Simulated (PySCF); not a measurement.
C₂H₉BOSi. Atoms are numbered in the order given.

```xyz
14

B     -0.5656    -0.1727     0.1365
C     -1.9646    -0.2760     0.8524
H     -2.6393    -1.0208     0.3845
H     -2.4702     0.7147     0.8568
H     -1.8319    -0.5346     1.9260
O     -0.3533    -0.9792    -0.9395
C      0.8370    -1.0251    -1.7076
H      1.2464    -2.0558    -1.6836
H      0.6015    -0.7673    -2.7606
H      1.6127    -0.3224    -1.3314
Si     0.8662     1.1411     0.8232
H      1.2666     2.1635    -0.2168
H      2.1433     0.4472     1.2411
H      0.3647     1.9041     2.0232
```
Charge 0, spin multiplicity 1.

Coordinates come from a PBE-D3(BJ)/def2-SVP optimisation. This is a generated structure with no PubChem entry under its InChIKey; it may be hypothetical. The values are those of a single conformer.

Method: PySCF with PBE-D3(BJ)/def2-SVP.

Frequencies are harmonic and unscaled.

| mode | ν (cm⁻¹) | IR (km/mol) | moving atoms (share of kinetic energy) |
|---|---|---|---|
| 1 | 76 | 0.4 | H 98 % |
| 2 | 82 | 0.1 | H 95 % |
| 3 | 101 | 2.1 | H 93 % |
| 4 | 172 | 1.7 | C 38 %, H 30 %, Si 24 % |
| 5 | 195 | 3.4 | O 40 %, H 35 %, C 22 % |
| 6 | 239 | 0.3 | H 35 %, C 35 %, Si 18 % |
| 7 | 299 | 8.3 | H 55 %, B 33 %, O 11 % |
| 8 | 392 | 3.0 | O 37 %, H 27 %, Si 18 %, C 14 % |
| 9 | 491 | 2.5 | C 28 %, H 28 %, Si 19 %, B 16 %, O 10 % |
| 10 | 531 | 11.6 | H 69 %, B 18 %, Si 9 % |
| 11 | 544 | 35.4 | H 64 %, C 15 %, Si 12 % |
| 12 | 778 | 3.2 | H 58 %, C 29 %, O 8 % |
| 13 | 812 | 0.5 | H 53 %, B 27 %, C 17 % |
| 14 | 847 | 182.4 | H 90 % |
| 15 | 904 | 28.2 | H 97 % |
| 16 | 915 | 28.8 | H 97 % |
| 17 | 1024 | 64.9 | C 32 %, O 28 %, B 23 %, H 16 % |
| 18 | 1054 | 22.5 | B 50 %, H 29 %, C 16 % |
| 19 | 1137 | 14.6 | H 69 %, C 19 % |
| 20 | 1140 | 0.1 | H 75 %, C 20 % |
| 21 | 1263 | 36.8 | H 63 %, C 28 % |
| 22 | 1327 | 236.9 | H 40 %, B 26 %, O 23 %, C 12 % |
| 23 | 1376 | 11.0 | H 96 % |
| 24 | 1382 | 19.8 | H 86 % |
| 25 | 1407 | 2.4 | H 97 % |
| 26 | 1422 | 6.8 | H 96 % |
| 27 | 1448 | 65.7 | H 61 %, B 19 %, O 17 % |
| 28 | 2123 | 61.0 | H 98 % |
| 29 | 2127 | 97.9 | H 96 % |
| 30 | 2151 | 101.0 | H 96 % |
| 31 | 2945 | 39.2 | H 97 % |
| 32 | 2958 | 0.9 | H 97 % |
| 33 | 3032 | 2.9 | H 91 %, C 9 % |
| 34 | 3040 | 27.4 | H 91 %, C 9 % |
| 35 | 3058 | 13.6 | H 90 %, C 10 % |
| 36 | 3071 | 16.1 | H 91 %, C 9 % |
